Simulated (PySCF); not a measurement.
**[Pb(CCH)3]− at several levels of theory**

Computed with PySCF 2.14.0 (density fitting, no spin-orbit coupling) at the geometry relaxed with BP86:

```xyz
10
[Pb(CCH)3]− (singlet)
Pb    0.0000    0.0000    0.6619
C     2.0061    0.0000   -0.5639
C     3.1734    0.0000   -0.9809
H     4.1765    0.0000   -1.3890
C    -1.0031    1.7373   -0.5639
C    -1.5867    2.7482   -0.9809
H    -2.0883    3.6170   -1.3890
C    -1.0030   -1.7373   -0.5639
C    -1.5867   -2.7482   -0.9809
H    -2.0882   -3.6170   -1.3890
```

| level | basis | state | HOMO (eV) | gap (eV) | charge on Pb1 (e) | dipole about the centre of mass (D) | largest force component (eV/Å) |
| --- | --- | --- | --- | --- | --- | --- | --- |
| BP86 | Pb def2-SVP with ECP60, C def2-SVP, H def2-SVP | singlet | -1.43 | 4.62 | 0.30 | 4.12 | 0.01 |
| PBE | the same | singlet | -1.30 | 4.60 | 0.30 | 4.12 | 0.06 |
| BP86 | Pb def2-TZVP with ECP60, C def2-TZVP, H def2-TZVP | singlet | -1.72 | 4.58 | 0.58 | 4.27 | 0.77 |
| BP86 | Pb x2c-SVPall, C x2c-SVPall, H x2c-SVPall | singlet | -1.46 | 4.65 | 0.39 | 4.12 | 0.82 |

Charges are Mulliken's, which hang on the basis. The relaxation used the grid (50, 194), these runs (75, 302) or, all-electron (x2c bases, spin-free X2C Hamiltonian), (99, 590).

Task: A further run in the first row's basis gives HOMO (eV) -2.34, gap (eV) 6.37, charge on Pb1 (e) 0.46, dipole about the centre of mass (D) 4.22, largest force component (eV/Å) 0.96. Which level was it?
A. wB97X
B. BLYP
C. PBE0

Result: C. The others give HOMO -4.42 eV (wB97X); -1.12 eV (BLYP).

In the first row's basis the gap widens with exact exchange: 4.6 eV for BLYP, PBE, BP86 (none); 6.4 eV for PBE0 (a fixed share); 10.3 eV for wB97X (rising or full at long range).
